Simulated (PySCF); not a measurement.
## Calculated NMR parameters of CO[Si@H](O[SiH3])[SiH2]P

- Formula: CH11O2PSi3
- SMILES: CO[Si@H](O[SiH3])[SiH2]P
- Point group of the computed structure: C1
- Carbon signals: 1
- Proton signals: 6

Atoms are numbered as in `[CH3:1][O:2][Si@H:3]([O:4][SiH3:5])[SiH2:6][PH2:7]`. Hydrogens are named by the atom that carries them. Ha(Si6) is pro-R; Hb(Si6) is pro-S.

Computational details: NMR shieldings at PBE0/pcSseg-1/GIAO, coordinates at the GFN2-xTB level, in PySCF 2.14.0 with density-fitted response routines (gas phase, one conformer, one averaged value for each set of equivalent atoms, non-relativistic Hamiltonian).

Chemical shifts δ = σref − σ; ¹H, ¹³C, ²⁹Si against TMS; H3PO4 for ³¹P; ¹⁷O against H2O, all at this level.

| carbon | δC, type | δH (multiplicity) | HMBC from (2–3 bonds) | span of the C tensor (ppm) |
| --- | --- | --- | --- | --- |
| C1 | 53.0, CH3 | 3.98 (s) | H(Si3) | 81 |

Other nuclei:
```csv
atoms,nucleus,environment,δ (ppm),σ (ppm)
H(Si3),¹H,"hydrogen on a silicon bonded to 2 O, Si",5.44,26.27
H(Si5),¹H,hydrogen on a silicon bonded to O,5.22,26.50
Ha(Si6),¹H,"hydrogen on a silicon bonded to P, Si",3.88,27.83
Hb(Si6),¹H,"hydrogen on a silicon bonded to P, Si",3.56,28.16
H(P7),¹H,hydrogen on a phosphorus bonded to Si,1.31,30.41
P7,³¹P,"phosphorus bonded to Si, 2 H",-315.0,633.3
Si3,²⁹Si,"silicon bonded to 2 O, Si, H",-19.2,368.4
Si5,²⁹Si,"silicon bonded to O, 3 H",-40.5,389.6
Si6,²⁹Si,"silicon bonded to P, Si, 2 H",-104.5,453.7
O4,¹⁷O,oxygen bonded to 2 Si,50.9,285.2
O2,¹⁷O,"oxygen bonded to C, Si",43.9,292.1
```

- δH 5.44: hydrogen on a silicon bonded to 2 O, Si.
- δH 5.22: hydrogen on a silicon bonded to O.
- δH 3.98: hydrogen on a methyl carbon bonded to O; its carbon carries O, hence the downfield position.
- δH 3.88, 3.56: hydrogen on a silicon bonded to P, Si.

Splittings by ³¹P in the carbon and heteronuclear signals aren't shown, as no couplings were computed. Shifts are as computed. Against solution values, carbons near 30 ppm lie about +3 ppm off and those near 130 ppm about +5 ppm. Of 1211 compounds with measured shifts, 218 miss one by over three times the rms of a fit or turn the order of signals round; such compounds aren't used in these exercises. Experimental scales use liquid or dissolved standards, which lie at an offset from isolated H2O (liquid H2O: subtract about 36 ppm) and H3PO4. No couplings were computed; multiplicities are counted from neighbouring protons, with m where these are inequivalent, close in shift, in a saturated or five-membered ring or joined by F or P, and br s for small geminal =CH2 splittings.
